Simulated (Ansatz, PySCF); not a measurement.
1,3-dithiane (C4H8S2), SMILES C1CSCSC1. Atoms are numbered in the order given.

```xyz
14

C     -0.2704     1.7002     0.0000
C      0.2752     1.0732    -1.2751
S     -0.2220    -0.6543    -1.5275
C      0.4568    -1.3456     0.0000
S     -0.2220    -0.6543     1.5275
C      0.2752     1.0732     1.2751
H     -1.3704     1.6339     0.0000
H     -0.0041     2.7722     0.0000
H      1.3774     1.1383    -1.3008
H     -0.1004     1.6062    -2.1613
H      1.5555    -1.2492     0.0000
H      0.2105    -2.4171     0.0000
H     -0.1004     1.6062     2.1613
H      1.3774     1.1383     1.3008
```
Charge 0, spin multiplicity 1.

Coordinates come from a PBE0-D3(BJ)/def2-SVP optimisation. Other conformers were not sampled.

Two levels are set side by side: PBE-D3(BJ)/def2-SVP (Ansatz, an electronic-structure program) and PBE0-D3(BJ)/def2-SVP (Ansatz). Each level has its own optimised geometry; the coordinates shown are those of the second. Frequencies come from the Hessian of PySCF at each geometry. Differences are taken from unrounded values.

```tsv
quantity	PBE0-D3(BJ)
mean bond length (Å)	1.365
bond C1–C2 (Å)	1.522
bond C1–C6 (Å)	1.522
bond C2–S3 (Å)	1.815
bond S3–C4 (Å)	1.809
bond C4–S5 (Å)	1.809
bond S5–C6 (Å)	1.815
bond C1–H7 (Å)	1.102
bond C1–H8 (Å)	1.105
bond C2–H9 (Å)	1.104
bond C2–H10 (Å)	1.100
bond C4–H11 (Å)	1.103
bond C4–H12 (Å)	1.099
bond C6–H13 (Å)	1.100
bond C6–H14 (Å)	1.104
highest harmonic wavenumber (cm⁻¹)	3163
mean harmonic wavenumber (cm⁻¹)	1408
zero-point energy (kcal/mol)	72.46
```

What does PBE-D3(BJ) give, and how far is it from PBE0-D3(BJ)? (An estimate is asked for; the answer gives what the named calculation found.)


| quantity | PBE-D3(BJ) | PBE-D3(BJ) minus PBE0-D3(BJ) |
|---|---|---|
| mean bond length (Å) | 1.376 | 0.011 |
| bond C1–C2 (Å) | 1.531 | 0.009 |
| bond C1–C6 (Å) | 1.531 | 0.009 |
| bond C2–S3 (Å) | 1.832 | 0.017 |
| bond S3–C4 (Å) | 1.825 | 0.016 |
| bond C4–S5 (Å) | 1.825 | 0.016 |
| bond S5–C6 (Å) | 1.832 | 0.017 |
| bond C1–H7 (Å) | 1.110 | 0.008 |
| bond C1–H8 (Å) | 1.113 | 0.009 |
| bond C2–H9 (Å) | 1.113 | 0.009 |
| bond C2–H10 (Å) | 1.108 | 0.008 |
| bond C4–H11 (Å) | 1.112 | 0.009 |
| bond C4–H12 (Å) | 1.107 | 0.008 |
| bond C6–H13 (Å) | 1.108 | 0.008 |
| bond C6–H14 (Å) | 1.113 | 0.009 |
| highest harmonic wavenumber (cm⁻¹) | 3072 | -92 |
| mean harmonic wavenumber (cm⁻¹) | 1359 | -49 |
| zero-point energy (kcal/mol) | 69.94 | -2.51 |

GGA bonds tend to be longer and softer than those of functionals with exact exchange. Differences between two approximate levels are no errors against the true value.
